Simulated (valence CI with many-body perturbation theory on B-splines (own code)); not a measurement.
## Forbidden lines of Tl40+

Level of theory: valence CI with perturbative core correlation (CI+MBPT): five valence electrons over a frozen Dirac-Fock core [Kr], a basis of 7 s, 7 p, 8 d, 6 f, 4 g, 1 h functions for each j, with the one-electron correlation potential Σ1, the two-electron term Σ2, the three-electron term Σ3, Breit, model QED; selected CI, second order for the rest, scaled by the run's own slope (own B-spline code, finite nucleus).

The last digits are not significant, and no measured levels were compared; by estimate large intervals hold to a few tenths of a per cent, small ones and those within an open d or f shell to about a per cent. The list stops below the first excitations out of the core.

Lines 51 to 100 of 120 in falling wavelength, among levels below 1189300 cm⁻¹, chosen from the decays that carry over 1 % of a level's rate. Wavelengths and rates use the calculated energies. Electric multipoles are in the length gauge, E1 and E2 with the static RPA response of the core. S is in atomic units (e²a₀⁴ for E2 and M2, e²a₀⁶ for E3), for M1 in squared Bohr magnetons. Weak lines are less certain than strong ones. Lines between different terms over intervals too small for the method are left out, as are lines whose strength nearly cancels. The highest levels of a list are the least certain.

Levels are named by their leading jj configuration (3d3/2^4 stands for four electrons in 3d with j = 3/2), which in mixed levels can hold well under half, so a name can repeat and another be missing. Letters in brackets count levels of one name in rising energy.

| λ vac (nm) | Upper | Lower | Type | A (s⁻¹) | S (a.u.) |
| --- | --- | --- | --- | --- | --- |
| 43.66 | (4d3/2 4d5/2^4) J=7/2 [a] | (4d3/2^2 4d5/2^3) J=5/2 [b] | M1 | 8.40e+04 | 2.07e+00 |
| 43.55 | (4d3/2^2 4d5/2^3) J=5/2 [c] | (4d3/2^3 4d5/2^2) J=7/2 [b] | M1 | 9.53e+04 | 1.75e+00 |
| 43.22 | (4d3/2^2 4d5/2^3) J=1/2 [a] | (4d3/2^3 4d5/2^2) J=3/2 [a] | M1 | 2.17e+05 | 1.30e+00 |
| 43.21 | (4d3/2 4d5/2^4) J=5/2 [a] | (4d3/2^2 4d5/2^3) J=7/2 [a] | M1 | 1.16e+05 | 2.08e+00 |
| 43.16 | (4d3/2 4d5/2^4) J=9/2 | (4d3/2^2 4d5/2^3) J=7/2 [b] | M1 | 5.00e+04 | 1.49e+00 |
| 43.13 | (4d3/2^2 4d5/2^3) J=13/2 | (4d3/2^3 4d5/2^2) J=11/2 | M1 | 3.64e+04 | 1.51e+00 |
| 42.76 | (4d3/2^3 4d5/2^2) J=3/2 [a] | (4d3/2^4 4d5/2) J=5/2 | M1 | 2.49e+05 | 2.89e+00 |
| 42.21 | (4d3/2^2 4d5/2^3) J=3/2 [b] | (4d3/2^3 4d5/2^2) J=1/2 | M1 | 2.01e+04 | 2.24e-01 |
| 41.95 | (4d3/2 4d5/2^4) J=9/2 | (4d3/2^2 4d5/2^3) J=9/2 [b] | M1 | 1.47e+05 | 4.02e+00 |
| 41.92 | (4d3/2 4d5/2^4) J=3/2 [a] | (4d3/2^2 4d5/2^3) J=5/2 [b] | M1 | 7.64e+04 | 8.34e-01 |
| 41.80 | (4d3/2^2 4d5/2^3) J=3/2 [a] | (4d3/2^3 4d5/2^2) J=3/2 [a] | M1 | 2.23e+05 | 2.42e+00 |
| 41.75 | (4d3/2 4d5/2^4) J=5/2 [b] | (4d3/2^2 4d5/2^3) J=3/2 [b] | M1 | 9.22e+04 | 1.49e+00 |
| 41.58 | (4d3/2^2 4d5/2^3) J=7/2 [b] | (4d3/2^3 4d5/2^2) J=5/2 [b] | M1 | 4.99e+03 | 1.06e-01 |
| 41.35 | (4d3/2 4d5/2^4) J=3/2 [a] | (4d3/2^2 4d5/2^3) J=3/2 [a] | M1 | 2.60e+05 | 2.73e+00 |
| 41.34 | (4d3/2 4d5/2^4) J=5/2 [b] | (4d3/2^2 4d5/2^3) J=5/2 [c] | M1 | 2.00e+04 | 3.14e-01 |
| 41.23 | (4d3/2^2 4d5/2^3) J=5/2 [b] | (4d3/2^3 4d5/2^2) J=3/2 [a] | M1 | 3.72e+04 | 5.79e-01 |
| 40.79 | (4d3/2^2 4d5/2^3) J=9/2 [b] | (4d3/2^3 4d5/2^2) J=9/2 | M1 | 1.79e+05 | 4.50e+00 |
| 40.77 | (4d3/2^2 4d5/2^3) J=5/2 [c] | (4d3/2^3 4d5/2^2) J=5/2 [b] | M1 | 7.63e+03 | 1.15e-01 |
| 40.70 | (4d3/2 4d5/2^4) J=11/2 | (4d3/2^2 4d5/2^3) J=13/2 | M1 | 5.76e+04 | 1.73e+00 |
| 40.39 | (4d3/2^2 4d5/2^3) J=3/2 [b] | (4d3/2^3 4d5/2^2) J=5/2 [b] | M1 | 6.10e+04 | 5.96e-01 |
| 40.37 | (4d3/2^2 4d5/2^3) J=5/2 [b] | (4d3/2^3 4d5/2^2) J=7/2 [a] | M1 | 8.51e+04 | 1.24e+00 |
| 40.05 | (4d3/2 4d5/2^4) J=3/2 [a] | (4d3/2^2 4d5/2^3) J=1/2 [a] | M1 | 1.94e+05 | 1.84e+00 |
| 39.71 | (4d3/2^2 4d5/2^3) J=7/2 [b] | (4d3/2^3 4d5/2^2) J=9/2 | M1 | 5.13e+04 | 9.52e-01 |
| 39.69 | (4d3/2 4d5/2^4) J=7/2 [a] | (4d3/2^2 4d5/2^3) J=9/2 [a] | M1 | 1.75e+05 | 3.24e+00 |
| 39.50 | (4d3/2^3 4d5/2^2) J=9/2 | (4d3/2^4 4d5/2) J=5/2 | E2 | 5.70e+01 | 4.89e-03 |
| 39.22 | (4d3/2^2 4d5/2^3) J=7/2 [c] | (4d3/2^3 4d5/2^2) J=7/2 [b] | M1 | 6.81e+04 | 1.22e+00 |
| 39.07 | (4d3/2^2 4d5/2^3) J=7/2 [a] | (4d3/2^3 4d5/2^2) J=5/2 [a] | M1 | 6.49e+04 | 1.15e+00 |
| 38.94 | (4d3/2^2 4d5/2^3) J=1/2 [b] | (4d3/2^3 4d5/2^2) J=1/2 | M1 | 1.07e+05 | 4.67e-01 |
| 38.36 | (4d3/2^2 4d5/2^3) J=9/2 [b] | (4d3/2^3 4d5/2^2) J=11/2 | M1 | 5.95e+04 | 1.24e+00 |
| 38.24 | (4d3/2 4d5/2^4) J=5/2 [a] | (4d3/2^2 4d5/2^3) J=5/2 [a] | M1 | 5.77e+05 | 7.17e+00 |
| 38.22 | (4d3/2 4d5/2^4) J=11/2 | (4d3/2^2 4d5/2^3) J=9/2 [a] | M1 | 7.47e+04 | 1.86e+00 |
| 38.04 | (4d3/2 4d5/2^4) J=7/2 [a] | (4d3/2^2 4d5/2^3) J=7/2 [a] | M1 | 1.50e+05 | 2.45e+00 |
| 37.81 | (4d3/2^3 4d5/2^2) J=5/2 [b] | (4d3/2^4 4d5/2) J=5/2 | M1 | 3.47e+03 | 4.18e-02 |
| 37.81 | (4d3/2^3 4d5/2^2) J=5/2 [b] | (4d3/2^4 4d5/2) J=5/2 | E2 | 3.06e+02 | 1.27e-02 |
| 37.47 | (4d3/2 4d5/2^4) J=11/2 | (4d3/2^2 4d5/2^3) J=11/2 | M1 | 2.43e+05 | 5.69e+00 |
| 37.09 | (4d3/2^2 4d5/2^3) J=9/2 [b] | (4d3/2^3 4d5/2^2) J=7/2 [a] | M1 | 5.01e+04 | 9.48e-01 |
| 36.96 | (4d3/2^2 4d5/2^3) J=7/2 [c] | (4d3/2^3 4d5/2^2) J=5/2 [b] | M1 | 3.24e+04 | 4.86e-01 |
| 36.40 | (4d3/2^2 4d5/2^3) J=3/2 [c] | (4d3/2^3 4d5/2^2) J=3/2 [b] | M1 | 4.30e+04 | 3.08e-01 |
| 36.34 | (4d3/2^3 4d5/2^2) J=1/2 | (4d3/2^4 4d5/2) J=5/2 | E2 | 1.89e+02 | 2.14e-03 |
| 36.34 | (4d3/2 4d5/2^4) J=5/2 [b] | (4d3/2^2 4d5/2^3) J=5/2 [b] | M1 | 1.19e+05 | 1.27e+00 |
| 36.25 | (4d3/2^2 4d5/2^3) J=5/2 [c] | (4d3/2^3 4d5/2^2) J=3/2 [a] | M1 | 5.13e+04 | 5.44e-01 |
| 36.19 | (4d3/2^2 4d5/2^3) J=7/2 [b] | (4d3/2^3 4d5/2^2) J=7/2 [a] | M1 | 3.69e+03 | 5.20e-02 |
| 35.94 | (4d3/2^2 4d5/2^3) J=3/2 [b] | (4d3/2^3 4d5/2^2) J=3/2 [a] | M1 | 3.89e+04 | 2.68e-01 |
| 35.91 | (4d3/2 4d5/2^4) J=5/2 [b] | (4d3/2^2 4d5/2^3) J=3/2 [a] | M1 | 3.36e+04 | 3.46e-01 |
| 35.70 | (4d3/2^3 4d5/2^2) J=7/2 [b] | (4d3/2^4 4d5/2) J=5/2 | M1 | 5.81e+03 | 7.84e-02 |
| 35.58 | (4d3/2^2 4d5/2^3) J=5/2 [c] | (4d3/2^3 4d5/2^2) J=7/2 [a] | M1 | 1.14e+05 | 1.14e+00 |
| 35.47 | (4d3/2^2 4d5/2^3) J=7/2 [c] | (4d3/2^3 4d5/2^2) J=9/2 | M1 | 6.94e+04 | 9.19e-01 |
| 35.32 | (4d3/2 4d5/2^4) J=9/2 | (4d3/2^2 4d5/2^3) J=9/2 [a] | M1 | 5.74e+03 | 9.38e-02 |
| 35.22 | (4d3/2^2 4d5/2^3) J=9/2 [c] | (4d3/2^3 4d5/2^2) J=7/2 [b] | M1 | 7.25e+04 | 1.17e+00 |
| 34.91 | (4d3/2^2 4d5/2^3) J=3/2 [a] | (4d3/2^3 4d5/2^2) J=5/2 [a] | M1 | 1.41e+05 | 8.89e-01 |
